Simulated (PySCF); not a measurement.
**Calculated properties of `[SiH3]CC[SiH2]c1cccs1`**

C6H12SSi2.
Structure used (PBE0-D3(BJ)/def2-SVP), in Å, numbered top down from 1:
```
atom  x, y, z in Å
Si1   -3.8724    0.6542   -0.6134
C2    -2.4434   -0.5249   -0.2494
C3    -1.0670    0.1461   -0.3144
Si4    0.3701   -1.0247    0.0381
C5     2.0112   -0.1421   -0.0851
C6     2.8475    0.2393    0.9453
C7     3.9952    0.9575    0.5125
C8     4.0225    1.1211   -0.8489
S9     2.6603    0.3963   -1.5932
H10   -5.1886   -0.0541   -0.5423
H11   -3.8796    1.7764    0.3770
H12   -3.7176    1.2401   -1.9820
H13   -2.6151   -0.9717    0.7458
H14   -2.5045   -1.3630   -0.9663
H15   -0.8946    0.6005   -1.3064
H16   -0.9980    0.9793    0.4074
H17    0.2644   -1.5694    1.4273
H18    0.3187   -2.1620   -0.9340
H19    2.6396    0.0040    1.9911
H20    4.7707    1.3370    1.1794
H21    4.7790    1.6239   -1.4508
```

Among its groups: aromatic ring with sulfur, Si–H bond and C–Si bond.

**PBE0-D3(BJ)/def2-SVP geometry optimisation, gas phase (PySCF)**

```
Point group                  : C1
Rotational constants A, B, C : 2.556, 0.357, 0.343 GHz
```

From CAM-B3LYP/def2-SVPD ground state, ΔSCF and vertical TDDFT (core frozen in the response) (PySCF):

```
Dipole moment                                                     : 0.95 D
HOMO energy                                                       : -8.15 eV
LUMO energy                                                       : 0.23 eV
HOMO–LUMO gap                                                     : 8.38 eV
Lowest singlet excitation                                         : 5.51 eV (225 nm, f = 0.216)
Strongest line among the 10 lowest singlet transitions            : S1 at 5.51 eV (225 nm, f = 0.216)
Lowest triplet excitation (Tamm–Dancoff)                          : 3.64 eV
Static isotropic polarisability                                   : 144.0 au
Vertical ionisation energy                                        : 8.70 eV
Electronic spatial extent ⟨r²⟩ about the centre of nuclear charge : 3239 bohr²
```

B3LYP/pcSseg-1 ground state and GIAO shieldings, non-relativistic (PySCF):

```
13C chemical shifts (computed TMS as zero) by class         : 142.6 (C6), 142.1 (C8), 141.9 (C5), 132.6 (C7), 13.9 (C3), 4.7 (C2) ppm
1H chemical shifts (computed TMS as zero) by class          : 7.40 (H21), 7.32 (H19), 7.07 (H20), 4.57 (H17/H18), 3.83 (H10/H11/H12), 0.72 (H15/H16), 0.65 (H13/H14) ppm
Isotropic shieldings of nuclei other than C and H, by class : 376 (Si4), 399 (Si1), 220 (S9) ppm
```

Monoisotopic mass from the formula: 172.0198 u.

A dipole of 0.95 D is allowed in C1, and pure rotational transitions are dipole-allowed. The principal polarisabilities are 114.8, 134.4 and 182.8 au; their mean is the isotropic value. S1 lies 2.87 eV below the HOMO–LUMO gap; its leading configuration is HOMO→LUMO, weight 0.89. With B = h/(8π²I), that is 505.379 GHz u Å² over I, the principal moments of inertia are 197.7, 1415.1 and 1471.6 u Å² (most abundant isotopes); the inertial defect Ic − Ia − Ib is -141.2 u Å² (zero for a rigid planar frame, negative otherwise). No computed singlet falls in the visible range (750 to 380 nm, 1.65 to 3.26 eV); S1 lies 2.25 eV above its blue end. The ΔSCF ionisation energy exceeds −ε(HOMO) by 0.55 eV with CAM-B3LYP.

 NMR classes are plain means over equivalent atoms (diastereotopic ones count apart unless rotation or inversion swaps them), as if these changed places fast; in this geometry the members of some classes differ.

One conformer stands for the species.
